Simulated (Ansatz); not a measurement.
Program: Ansatz. Geometries: PBE0-D4/def2-TZVP. ΔE: electronic, gas phase. CBS: MP2 limit from def2 TZ/QZ plus the TZ coupled-cluster correction, frozen cores. Functionals use def2-TZVPP. B3LYP here is the variant with VWN-RPA as its local correlation; programs differ in this. Each species was taken in one conformer, which may not be the lowest.

Reaction (redistribution): `C[SiH2]B(C)C` + `NBC[SiH2]Cl` → `CB(C)BN` + `C[SiH2]C[SiH2]Cl`

Task: Is it downhill or uphill in electronic energy at CCSD(T)/CBS, and by how much? (Best estimate.)

Result: Computed: Uphill: ΔE = +3.2 kcal/mol.

Task: What do these levels give: B3LYP-D4, ωB97X-V, PBE, PBE0, HF/def2-QZVPP, MP2/def2-QZVPP? (Estimate.)

Result: Computed: B3LYP-D4 3.6, ωB97X-V 3.3, PBE 3.9, PBE0 3.6, HF/def2-QZVPP 1.8, MP2/def2-QZVPP 2.9 kcal/mol.

Largest T1 diagnostic among the species: 0.012.

In def2-TZVPP, CCSD(T) changes the Hartree–Fock value by +1.4 kcal/mol (the triples alone add +0.3 kcal/mol) and MP2 by +1.1 kcal/mol. The D4 term adds +0.9 kcal/mol with B3LYP and +0.5 kcal/mol with PBE0; it sums over pairs of atoms, weighted by their polarisabilities, and B3LYP, whose exchange is more repulsive, gets the larger term.
